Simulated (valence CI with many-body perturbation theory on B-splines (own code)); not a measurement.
**Ni²³⁺: what the settings do**

Computed by configuration interaction combined with many-body perturbation theory (CI+MBPT): three valence electrons over a frozen Dirac-Fock core [He], radial functions for each j: 6 s, 6 p, 5 d, 3 f, 1 g, with the one-electron correlation potential Σ1, the two-electron term Σ2, the three-electron term Σ3, Breit, model QED; selected CI, second order for the rest, scaled by the run's own slope (own B-spline code, finite nucleus).

No measured spectrum was set against this ion. As an estimate, levels of excited configurations hold to 0.05 to 0.15 % of their energy, terms of the ground configuration to about 0.5 %.

The reference run has the lowest level 2s2 2p 2P°_1/2 and an ionisation energy of 2130.86 eV. Its largest variational space holds 4301 state functions.

Names give the largest LS component (configuration and term), which can be under half, so a name can repeat, a term be missing and a line seem to break the LS rules; names also repeat where a configuration has a term twice.

Changed runs:
A. size limit of the variational space 10000 → 3000; second order for the rest on → off
B. Breit term on → off
C. scale of Σ1 1 → 0.9; box radius (bohr) 2.432 → 2.75
D. correlating orbitals by l 3 3 3 2 1 → 0 0 0 0 0 (bad on purpose)

Excitation energies of the reference run in cm⁻¹, and shifts in cm⁻¹:

```tsv
Level	Reference	A	B	C	D
2s2 2p 2P°_3/2	163939	+0.2	+5140	-16	-38
2s 2p2 4P_1/2	457117	-0.1	-3696	+138	-3240
2s 2p2 4P_3/2	539292	0	-593	+127	-3667
2s 2p2 4P_5/2	608571	0	+4454	+122	-3193
2s 2p2 2D_3/2	843820	+0.9	+1602	+124	+3351
2s 2p2 2D_5/2	884341	+0.8	+4534	+116	+2515
2s 2p2 2P_1/2	956377	+0.8	-2959	+132	+5201
2s 2p2 2S_1/2	1130390	+0.5	+1852	+111	+4886
2s 2p2 2P_3/2	1143820	+2.1	+4529	+114	+5815
2p3 4S°_3/2	1423690	+0.3	-2388	+268	-720
2p3 2D°_3/2	1581930	+1.1	-2616	+262	+4417
2p3 2D°_5/2	1626290	+1.0	+2954	+258	+4706
Ionisation energy (eV)	2130.86	0	+1.30	-0.033	-0.53
```
